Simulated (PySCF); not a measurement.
Kr: ionisation energy

Kr [Kr] (1S) → Kr+ [Ar] 3d10 4s2 4p5 (2P), as a difference of total energies. Calculation: PySCF 2.14, in cc-pVDZ-DK; the spin-free X2C one-electron Hamiltonian (Gaussian nucleus). Correlated levels: valence: [Ar] 3d10 frozen. The calculations carry no spin-orbit coupling.

Order these methods by the ionisation energy they give, lowest first.
A. UHF
B. LDA
C. CCSD(T) (valence)
D. SCS-MP2 (valence)

A (13.157 eV), C (13.700 eV), D (13.731 eV), B (14.322 eV).

Errors of the correlated levels include the incompleteness of this basis and the frozen core.

For comparison: 14.222 eV (measured; NIST levels, between the centres of gravity of the two terms).
